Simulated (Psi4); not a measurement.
Psi4 input (wB97X-D/6-311+G**):

```
memory 1500 MB

molecule {
0 1
Li   -1.10544332   -0.64455546   -0.93118323
C     0.27006175    0.15746604    0.22748971
H     0.85191820   -0.59472364    0.77579538
H    -0.15466566    0.82698661    0.98665647
H     0.99870689    0.75660719   -0.33384040
symmetry c1
no_reorient
no_com
}

set {
  basis 6-311+G**
  reference rks
  scf_type pk
  dft_radial_points 99
  dft_spherical_points 590
  e_convergence 1e-8
  d_convergence 1e-7
  maxiter 150
}

e = energy('wb97x-d')
print_out(f'\nFINAL {e:.10f} DIPOLE {variable("CURRENT DIPOLE")[0]:.6f} {variable("CURRENT DIPOLE")[1]:.6f} {variable("CURRENT DIPOLE")[2]:.6f}\n')
```

Output:

```
   => Loading Basis Set <=

    Name: 6-311+G**
    Role: ORBITAL
    Keyword: BASIS
    atoms 1   entry LI         line    66 file 6-311pgss.gbs
    atoms 2   entry C          line   129 file 6-311pgss.gbs
    atoms 3-5 entry H          line    42 file 6-311pgss.gbs

   => WB97X-D: Empirical Dispersion <=

    Chai and Head-Gordon Dispersion Correction
    Chai, J.-D.; Head-Gordon, M. (2010), J. Chem. Phys., 132: 6615-6620

        s6 =       1.000000

         ---------------------------------------------------------
                                   SCF
               by Justin Turney, Rob Parrish, Andy Simmonett
                          and Daniel G. A. Smith
                              RKS Reference
         ---------------------------------------------------------

  ==> Geometry <==

    Molecular point group: c1
    Full point group: C1

    Geometry (in Angstrom), charge = 0, multiplicity = 1:

       Center              X                  Y                   Z               Mass
    ------------   -----------------  -----------------  -----------------  -----------------
         LI          -1.105443320000    -0.644555460000    -0.931183230000     7.016003436600
         C            0.270061750000     0.157466040000     0.227489710000    12.000000000000
         H            0.851918200000    -0.594723640000     0.775795380000     1.007825032230
         H           -0.154665660000     0.826986610000     0.986656470000     1.007825032230
         H            0.998706890000     0.756607190000    -0.333840400000     1.007825032230

  Running in c1 symmetry.

  Rotational constants: A =      5.43264  B =      0.73622  C =      0.73622 [cm^-1]
  Rotational constants: A = 162866.49498  B =  22071.19485  C =  22071.19484 [MHz]
  Nuclear repulsion =   16.252528831699649

  Charge       = 0
  Multiplicity = 1
  Electrons    = 12
  Nalpha       = 6
  Nbeta        = 6

  ==> Algorithm <==

  SCF Algorithm Type is PK.
  DIIS enabled.
  MOM disabled.
  Fractional occupation disabled.
  Guess Type is SAD.
  Energy threshold   = 1.00e-08
  Density threshold  = 1.00e-07
  Integral threshold = 1.00e-12

  ==> Primary Basis <==

  Basis Set: 6-311+G**
    Blend: 6-311+G**
    Number of shells: 32
    Number of basis functions: 62
    Number of Cartesian functions: 64
    Spherical Harmonics?: true
    Max angular momentum: 2

  ==> DFT Potential <==

   => LibXC <=

    Version 7.1.2
    S. Lehtola, C. Steigemann, M. J. T. Oliveira, and M. A. L. Marques,  SoftwareX 7, 1–5 (2018) (10.1016/j.softx.2017.11.002)

   => Composite Functional: WB97X-D <=

    wB97X-D Hyb-GGA Exchange-Correlation Functional

    J.-D. Chai and M. Head-Gordon,  Phys. Chem. Chem. Phys. 10, 6615–6620 (2008) (10.1039/B810189B)

    Deriv               =              1
    GGA                 =           TRUE
    Meta                =          FALSE

    Exchange Hybrid     =           TRUE
    MP2 Hybrid          =          FALSE

   => Exchange-Correlation Functionals <=

    1.0000   wB97X-D range-separated functional

   => Exact (HF) Exchange <=

    0.7780            HF,LR [omega = 0.2000]
    0.2220               HF

   => LibXC Density Thresholds  <==

    XC_HYB_GGA_XC_WB97X_D:  1.00E-14

   => Molecular Quadrature <=

    Radial Scheme          =       TREUTLER
    Pruning Scheme         =           NONE
    Nuclear Scheme         =       TREUTLER

    Blocking Scheme        =         OCTREE
    BS radius alpha        =              1
    Pruning alpha          =              1
    Radial Points          =             99
    Spherical Points       =            590
    Total Points           =         282335
    Total Blocks           =           2087
    Max Points             =            256
    Max Functions          =             62
    Weights Tolerance      =       1.00E-15

  ==> Integral Setup <==

  Using in-core PK algorithm.
   Calculation information:
      Number of atoms:                   5
      Number of AO shells:              32
      Number of primitives:             56
      Number of atomic orbitals:        64
      Number of basis functions:        62

      Integral cutoff                 1.00e-12
      Number of threads:                 1

  Performing in-core PK
  Using 5724243 doubles for integral storage.
  We computed 139656 shell quartets total.
  Whereas there are 139656 unique shell quartets.

  Computing range-separated integrals for PK
  We computed 139656 wK shell quartets total.
  Whereas there are 139656 wK unique shell quartets.

  ==> DiskJK: Disk-Based J/K Matrices <==

    J tasked:                  Yes
    K tasked:                  Yes
    wK tasked:                 Yes
    Omega:               2.000E-01
    Schwarz Cutoff:          1E-12


  Cached 100.0% of DFT collocation blocks in 0.485 [GiB].

  Minimum eigenvalue in the overlap matrix is 1.5800359873E-03.
  Reciprocal condition number of the overlap matrix is 2.1637432854E-04.
    Using symmetric orthogonalization.

  ==> Pre-Iterations <==

  SCF Guess: Superposition of Atomic Densities via on-the-fly atomic UHF (no occupation information).

   -------------------------
    Irrep   Nso     Nmo
   -------------------------
     A         62      62
   -------------------------
    Total      62      62
   -------------------------

  ==> Iterations <==

                        Total Energy        Delta E     RMS |[F,P]|

   @RKS iter SAD:   -46.71696146856711   -4.67170e+01   0.00000e+00
   @RKS iter   1:   -47.08425723989843   -3.67296e-01   1.25154e-02 DIIS/ADIIS
   @RKS iter   2:   -46.96054122090202    1.23716e-01   1.26655e-02 DIIS/ADIIS
   @RKS iter   3:   -47.39638449333331   -4.35843e-01   1.08066e-03 DIIS/ADIIS
   @RKS iter   4:   -47.40014280125152   -3.75831e-03   1.45139e-04 DIIS/ADIIS
   @RKS iter   5:   -47.40042824645530   -2.85445e-04   4.79078e-05 DIIS
   @RKS iter   6:   -47.40047493150318   -4.66850e-05   1.64453e-05 DIIS
   @RKS iter   7:   -47.40048257759797   -7.64609e-06   6.30239e-06 DIIS
   @RKS iter   8:   -47.40048314801263   -5.70415e-07   1.24786e-06 DIIS
   @RKS iter   9:   -47.40048315615483   -8.14221e-09   1.75757e-07 DIIS
   @RKS iter  10:   -47.40048315650162   -3.46787e-10   3.92804e-08 DIIS
  Energy and wave function converged.

  ==> Post-Iterations <==

   Electrons on quadrature grid:
      Ntotal   =   11.9999991791 ; deviation = -8.209e-07

    Orbital Energies [Eh]
    ---------------------

    Doubly Occupied:

       1A    -10.173533     2A     -2.073557     3A     -0.685131
       4A     -0.394309     5A     -0.394308     6A     -0.251461

    Virtual:

       7A     -0.005695     8A      0.017008     9A      0.017008
      10A      0.022313    11A      0.028986    12A      0.056358
      13A      0.056358    14A      0.073424    15A      0.131163
      16A      0.147499    17A      0.152956    18A      0.152956
      19A      0.157235    20A      0.157235    21A      0.213592
      22A      0.274773    23A      0.282544    24A      0.282544
      25A      0.373903    26A      0.516130    27A      0.516130
      28A      0.541789    29A      0.558808    30A      0.558808
      31A      0.576064    32A      0.576064    33A      0.633690
      34A      0.661598    35A      0.661599    36A      0.764935
      37A      0.764935    38A      0.838899    39A      0.901195
      40A      1.037055    41A      1.289983    42A      1.289984
      43A      1.630048    44A      1.653865    45A      1.745801
      46A      1.745806    47A      1.867711    48A      1.867713
      49A      2.214551    50A      2.339027    51A      2.339027
      52A      2.553171    53A      2.671641    54A      2.671643
      55A      2.693769    56A      2.693770    57A      2.928066
      58A      3.234269    59A      3.781468    60A      3.919241
      61A      3.919242    62A     24.149864

    Final Occupation by Irrep:
              A
    DOCC [     6 ]
    NA   [     6 ]
    NB   [     6 ]

  @RKS Final Energy:   -47.40048315650162

   => Energetics <=

    Nuclear Repulsion Energy =             16.2525288316996495
    One-Electron Energy =                 -95.5557045983171065
    Two-Electron Energy =                  37.5475152674504429
    DFT Exchange-Correlation Energy =      -5.6427029033789928
    Empirical Dispersion Energy =          -0.0021197539556081
    VV10 Nonlocal Energy =                  0.0000000000000000
    Total Energy =                        -47.4004831565016218

Computation Completed

Properties will be evaluated at   0.000000,   0.000000,   0.000000 [a0]

Properties computed using the SCF density matrix

 Multipole Moments:

 ------------------------------------------------------------------------------------
     Multipole            Electronic (a.u.)      Nuclear  (a.u.)        Total (a.u.)
 ------------------------------------------------------------------------------------

 L = 1.  Multiply by 2.5417464519 to convert [e a0] to [Debye]
 Dipole X            :         -1.5957823           -0.0000001           -1.5957823
 Dipole Y            :         -0.9304656            0.0000000           -0.9304656
 Dipole Z            :         -1.3442286            0.0000000           -1.3442285
 Magnitude           :                                                    2.2845651

 ------------------------------------------------------------------------------------

FINAL -47.4004831565 DIPOLE -1.595782 -0.930466 -1.344229

*** Psi4 exiting successfully. Buy a developer a beer!
```

The geometry given is a B3LYP-D3(BJ)/def2-TZVP minimum.
